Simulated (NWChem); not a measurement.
Program: NWChem. System: H4ClFOSi2, charge 0, spin multiplicity 1, at a geometry optimised with PBE0/def2-SVP. The structure started from a generated list of species.

Input file:

```
start mol
memory heap 100 mb stack 700 mb global 1900 mb
geometry units angstroms nocenter noautoz noautosym
  F      1.138946     1.062650     1.417513
  Si     0.597533    -0.292415     0.735059
  Cl     1.605582    -0.516114    -1.035403
  O     -0.997200    -0.155035     0.454615
  Si    -2.219490     0.327106    -0.579071
  H      0.875609    -1.420379     1.638574
  H     -2.199329     1.810500    -0.724275
  H     -3.508810    -0.111174     0.020362
  H     -2.027895    -0.314236    -1.911183
end
basis spherical
  * library 3-21g
end
scf
  rhf
  nopen 0
  maxiter 100
  thresh 1e-7
  semidirect memsize 60000000 filesize 0
end
tce
  freeze core 17
  cr-ccsd(t)
  2eorb
  2emet 13
  thresh 1e-6
  maxiter 100
  tilesize 24
end
task tce energy
```

The output up to the point where the run's verdict is printed (cleaned and shortened):

```
             Northwest Computational Chemistry Package (NWChem) 7.3.0
             --------------------------------------------------------

                                NWChem Input Module
                                -------------------

 Scaling coordinates for geometry "geometry" by  1.889725989
 (inverse scale =  0.529177249)

                             Geometry "geometry" -> ""
                             -------------------------

 Output coordinates in angstroms (scale by  1.889725989 to convert to a.u.)

  No.       Tag          Charge          X              Y              Z
 ---- ---------------- ---------- -------------- -------------- --------------
    1 F                    9.0000     1.13894600     1.06265000     1.41751300
    2 Si                  14.0000     0.59753300    -0.29241500     0.73505900
    3 Cl                  17.0000     1.60558200    -0.51611400    -1.03540300
    4 O                    8.0000    -0.99720000    -0.15503500     0.45461500
    5 Si                  14.0000    -2.21949000     0.32710600    -0.57907100
    6 H                    1.0000     0.87560900    -1.42037900     1.63857400
    7 H                    1.0000    -2.19932900     1.81050000    -0.72427500
    8 H                    1.0000    -3.50881000    -0.11117400     0.02036200
    9 H                    1.0000    -2.02789500    -0.31423600    -1.91118300

 Effective nuclear repulsion energy (a.u.)     371.1068364699

            Nuclear Dipole moment (a.u.)
            ----------------------------
        X                 Y               Z
 ---------------- ---------------- ----------------
    -0.0000283459     0.0000321253    -0.0000075589


 Summary of "ao basis" -> "" (spherical)
 ------------------------------------------------------------------------------
       Tag                 Description            Shells   Functions and Types
 ---------------- ------------------------------  ------  ---------------------
 *                           3-21g                    on all atoms

 Summary of "ao basis" -> "ao basis" (spherical)
 ------------------------------------------------------------------------------
[...]
     2   1 1 0     -1.645690      0.000000    -67.015744
     2   1 0 1      3.087224      0.000000     48.626063
     2   0 2 0    -40.114098      0.000000     82.081710
     2   0 1 1     -2.581025      0.000000     47.767121
     2   0 0 2    -41.057469      0.000000    203.850346

                   NWChem Extensible Many-Electron Theory Module
                   ---------------------------------------------


            General Information
            -------------------
      Number of processors :     1
         Wavefunction type : Restricted Hartree-Fock
          No. of electrons :    66
           Alpha electrons :    33
            Beta electrons :    33
           No. of orbitals :   130
            Alpha orbitals :    65
             Beta orbitals :    65
        Alpha frozen cores :    17
         Beta frozen cores :    17
     Alpha frozen virtuals :     0
      Beta frozen virtuals :     0
         Spin multiplicity : singlet
    Number of AO functions :    65
       Number of AO shells :    39
        Use of symmetry is : off
      Symmetry adaption is : off
         Schwarz screening : 0.10D-09

          Correlation Information
          -----------------------
          Calculation type : Coupled-cluster singles & doubles w/ perturbation
   Perturbative correction : Completely renormalized (T)
            Max iterations :      100
        Residual threshold : 0.10D-05
     T(0) DIIS level shift : 0.00D+00
     L(0) DIIS level shift : 0.00D+00
     T(1) DIIS level shift : 0.00D+00
     L(1) DIIS level shift : 0.00D+00
     T(R) DIIS level shift : 0.00D+00
     T(I) DIIS level shift : 0.00D+00
   CC-T/L Amplitude update :  5-th order DIIS
                I/O scheme : Global Array Library
        L-threshold :  0.10D-05
        EOM-threshold :  0.10D-05
 no EOMCCSD initial starts read in
 TCE RESTART OPTIONS
 SLICE:      F
 D4D5:       F
 quantumc:   F
 qrotation:  F
 pwtce:      F
 qducc:      F
 nacto:                         0
 nrotv:                         0
 nrot:                          0

            Memory Information
            ------------------
          Available GA space size is     249032575 doubles
          Available MA space size is     104854572 doubles

 Maximum block size supplied by input
 Maximum block size        24 doubles

 tile_dim =     16

 -------------------------------------------------

 Global array virtual files algorithm will be used

 Parallel file system coherency ......... OK

 4-electron integrals stored in orbital form

 v2    file size   =          1376256
 4-index algorithm nr.  13 is used
 imaxsize =       30
 imaxsize ichop =        0


CCSD iterations
 ---------------------------------------------------------
 Iter          Residuum       Correlation     Cpu    Wall
 ---------------------------------------------------------
    1   0.1576300649811  -0.3808308383240     0.7     0.7
    2   0.0488850072560  -0.3955790547974     0.8     0.8
    3   0.0171249916130  -0.4051264652349     0.7     0.7
    4   0.0068314567668  -0.4072167001774     0.7     0.7
    5   0.0026801890655  -0.4082868645882     0.8     0.8
    6   0.0005093893141  -0.4087892091086     0.6     0.6
    7   0.0002192711163  -0.4088273276956     0.7     0.7
    8   0.0000988454780  -0.4088323773423     0.7     0.7
    9   0.0000519204153  -0.4088342110857     0.7     0.7
   10   0.0000253979656  -0.4088361767149     0.6     0.6
   11   0.0000057197164  -0.4088371799542     0.6     0.6
   12   0.0000024883901  -0.4088377068524     0.7     0.7
   13   0.0000013048505  -0.4088377767944     0.7     0.7
   14   0.0000006926347  -0.4088378047939     0.7     0.7
 -----------------------------------------------------------------
 Iterations converged
 CCSD correlation energy / hartree =        -0.408837804793910
 CCSD total energy / hartree       =     -1208.373534451480737

 Singles contributions

 Doubles contributions
 CR-CCSD(T)
```

The run crashed. NWChem stopped with the message: ccsd_t 3.
